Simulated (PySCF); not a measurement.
# Working out the ionisation energy of Ru

Ru [Kr] 4d7 5s1 (5F) → Ru⁺ [Kr] 4d7 (4F). Computed with PySCF 2.14 in def2-SVP with the def2 core potential (28 electrons) (5s3p2d1f, 31 functions), with scalar relativity through the core potential. Frozen: 4s2 4p6. Energies in hartree (1 hartree = 27.21139 eV):

```
             part  Ru (lower)  Ru⁺ (upper)
              UHF  -94.098669   -93.865855
MP2 opposite-spin   -0.062370    -0.053470
    MP2 same-spin   -0.054621    -0.042283
```

Question: What does Hartree-Fock give?

Answer: (-93.865855) − (-94.098669) = 0.232814 hartree = 6.335 eV.

Question: What do MP2 and SCS-MP2 (6/5 opposite-spin, 1/3 same-spin) give?

Answer: The opposite-spin parts differ by 0.242 eV and the same-spin parts by 0.336 eV. MP2: 6.335 + (0.242) + (0.336) = 6.913 eV. SCS-MP2: 6.335 + 1.2 × (0.242) + (0.336)/3 = 6.737 eV.

Measured between the centres of the two terms (NIST): 7.365 eV, so MP2 (valence) is off by -0.452 eV.

A double-zeta basis recovers only part of the correlation energy.

What remains against the reference includes basis incompleteness, the frozen core and correlation beyond second order.
